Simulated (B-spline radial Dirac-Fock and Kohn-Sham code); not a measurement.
Calculated with a radial B-spline solver, using Dirac-Fock ΔSCF + Breit + QED. Correlation energy is missing from these numbers.

**Question.** Identify the element and charge state from the binding energies below (tabulated ground configuration; the least bound level is included).

```csv
level,binding energy (eV)
1s,39162.7
2s,8667.1
2p1/2,8352.9
2p3/2,7989.3
```

**Answer.** Cs⁴⁵⁺: Z = 55 with 10 electrons, [He] 2s2 2p6. The hydrogen-like estimate √(E/Ry) = 53.7 for the K level lies 1.3 below Z (screening lowers it, relativity raises it); the outermost level, at 7989.3 eV, fixes the charge.
